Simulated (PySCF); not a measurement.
sulfur difluoride (F₂S), SMILES FSF.

Coordinates come from a r2SCAN-D4/def2-TZVP optimisation.

Method: TDA-PBE/def2-TZVPD in PySCF 2.14.0.

Vertical excitations.  State labels are in the subgroup C2v.

Computed UV-visible absorptions:
```csv
state,symmetry,energy (eV),λ (nm),f,main pairs
S1,A2,3.20,388,0.000,HOMO→LUMO 100 %
S2,B1,4.48,277,0.006,HOMO→LUMO+1 98 %
S3,B1,6.05,205,0.057,HOMO→LUMO+2 100 %
S4,A1,6.76,184,0.018,HOMO→LUMO+3 99 %
S5,A2,6.87,180,0.000,HOMO→LUMO+4 100 %
S6,B1,6.98,178,0.011,HOMO→LUMO+5 98 %
S7,A1,8.06,154,0.004,HOMO−2→LUMO 96 %
S8,B1,8.14,152,0.001,HOMO−3→LUMO 99 %
S9,A2,8.36,148,0.000,HOMO→LUMO+6 100 %
S10,B2,8.46,147,0.018,"HOMO−1→LUMO 64 %, HOMO→LUMO+9 17 %, HOMO−2→LUMO+1 15 %"
T1,A2,2.31,536,0,HOMO→LUMO 100 %
T2,B1,3.15,394,0,HOMO→LUMO+1 99 %
T3,B1,5.88,211,0,HOMO→LUMO+2 100 %
T4,A1,6.49,191,0,HOMO→LUMO+3 100 %
```
Triplets are in the Tamm–Dancoff approximation.
